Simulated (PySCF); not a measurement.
H$_{4}$AlO$_{4}$, charge -1, singlet, geometry from GFN2-xTB (such geometries of metal compounds can be far from the true shape); MP2/6-31G* (PySCF).

Here is a job for PySCF.
```python
from pyscf import gto, scf, mp

mol = gto.Mole()
mol.atom = '''
    Al   -0.00000000   -0.00000000   -0.00000000
    O     1.60013122   -0.41861514   -0.56945509
    H     1.76427401   -0.41833359   -1.50225942
    O     0.11470341    0.26263230    1.72563179
    H     0.83851758    0.77410115    2.05963706
    O    -0.51994549    1.40745130   -0.89926369
    H    -1.43029173    1.66471842   -0.85289347
    O    -1.19488915   -1.25146846   -0.25691301
    H    -1.17249985   -2.02048599    0.29551583
'''
mol.basis = '6-31g*'
mol.charge = -1
mol.verbose = 4
mol.build()

mf = scf.RHF(mol)
mf.kernel()

pt = mp.MP2(mf)
pt.kernel()
print('E(MP2) = %.10f' % pt.e_tot)
```

**Question.** Predict the main parts of the log of this PySCF run.

**Answer.** 
```
PySCF version 2.14.0

[INPUT] verbose = 4
[INPUT] num. atoms = 9
[INPUT] num. electrons = 50
[INPUT] charge = -1
[INPUT] spin (= nelec alpha-beta = 2S) = 0
[INPUT] symmetry False subgroup None
[INPUT] Mole.unit = angstrom
[INPUT] Symbol           X                Y                Z      unit          X                Y                Z       unit  Magmom
[INPUT]  1 Al     0.000000000000   0.000000000000   0.000000000000 AA    0.000000000000   0.000000000000   0.000000000000 Bohr   0.0
[INPUT]  2 O      1.600131220000  -0.418615140000  -0.569455090000 AA    3.023809769166  -0.791067966196  -1.076114160340 Bohr   0.0
[INPUT]  3 H      1.764274010000  -0.418333590000  -1.502259420000 AA    3.333994687588  -0.790535913806  -2.838858871848 Bohr   0.0
[INPUT]  4 O      0.114703410000   0.262632300000   1.725631790000 AA    0.216758030454   0.496303118465   3.260971474943 Bohr   0.0
[INPUT]  5 H      0.838517580000   0.774101150000   2.059637060000 AA    1.584568576833   1.462839166211   3.892149959404 Bohr   0.0
[INPUT]  6 O     -0.519945490000   1.407451300000  -0.899263690000 AA   -0.982554575803   2.659697490663  -1.699362087866 Bohr   0.0
[INPUT]  7 H     -1.430291730000   1.664718420000  -0.852893470000 AA   -2.702859647930   3.145861888319  -1.611735071730 Bohr   0.0
[INPUT]  8 O     -1.194889150000  -1.251468460000  -0.256913010000 AA   -2.258013242714  -2.364932642931  -0.485495226738 Bohr   0.0
[INPUT]  9 H     -1.172499850000  -2.020485990000   0.295515830000 AA   -2.215703597594  -3.818165159621   0.558443984174 Bohr   0.0

nuclear repulsion = 242.779385348589
number of shells = 40
number of NR pGTOs = 175
number of NR cGTOs = 82
basis = 6-31g*
ecp = {}

******** <class 'pyscf.scf.hf.RHF'> ********
method = RHF
initial guess = minao
damping factor = 0
level_shift factor = 0
DIIS = <class 'pyscf.scf.diis.CDIIS'>
diis_start_cycle = 1
diis_space = 8
diis_damp = 0
SCF conv_tol = 1e-09
SCF conv_tol_grad = None
SCF max_cycles = 50
direct_scf = True
direct_scf_tol = 1e-13
Set gradient conv threshold to 3.16228e-05
Initial guess from minao.
init E= -543.738612301223
  HOMO = -0.481796385829984  LUMO = 0.00961457744723448  gap/eV = 13.37197
cycle= 1 E= -543.68999619913  delta_E= 0.0486  |g|= 1.03  |ddm|= 2.52
  HOMO = -0.132283816124582  LUMO = 0.362933883733255  gap/eV = 13.47556
cycle= 2 E= -543.836223735643  delta_E= -0.146  |g|= 0.592  |ddm|= 1.03
  HOMO = -0.246738687750304  LUMO = 0.340078127524086  gap/eV = 15.96810
cycle= 3 E= -543.899423952108  delta_E= -0.0632  |g|= 0.0472  |ddm|= 0.377
  HOMO = -0.245455968593974  LUMO = 0.340923660455749  gap/eV = 15.95620
cycle= 4 E= -543.900261735611  delta_E= -0.000838  |g|= 0.00941  |ddm|= 0.0639
  HOMO = -0.245937187390907  LUMO = 0.34088613841184  gap/eV = 15.96828
cycle= 5 E= -543.900311160837  delta_E= -4.94e-05  |g|= 0.00221  |ddm|= 0.0176
  HOMO = -0.246365176317842  LUMO = 0.340615877302641  gap/eV = 15.97257
cycle= 6 E= -543.900314061837  delta_E= -2.9e-06  |g|= 0.00049  |ddm|= 0.00473
  HOMO = -0.246391538850998  LUMO = 0.340621021842666  gap/eV = 15.97343
cycle= 7 E= -543.900314201271  delta_E= -1.39e-07  |g|= 0.000102  |ddm|= 0.000928
  HOMO = -0.246404903530414  LUMO = 0.340614199437077  gap/eV = 15.97360
cycle= 8 E= -543.900314207484  delta_E= -6.21e-09  |g|= 1.96e-05  |ddm|= 0.000196
  HOMO = -0.246402774881141  LUMO = 0.340614328315058  gap/eV = 15.97355
cycle= 9 E= -543.900314207757  delta_E= -2.72e-10  |g|= 4.06e-06  |ddm|= 5.48e-05
  HOMO = -0.246402578980182  LUMO = 0.340614496896838  gap/eV = 15.97355
Extra cycle  E= -543.900314207765  delta_E= -8.19e-12  |g|= 1.97e-06  |ddm|= 7.31e-06
converged SCF energy = -543.900314207765

******** <class 'pyscf.mp.mp2.RMP2'> ********
nocc = 25, nmo = 82
E(RMP2) = -544.696311183165  E_corr = -0.795996975400131
E(SCS-RMP2) = -544.66814218836  E_corr = -0.767827980594876
E_corr(same-spin) = -0.216194296021478
E_corr(oppo-spin) = -0.579802679378653
E(MP2) = -544.6963111832
```
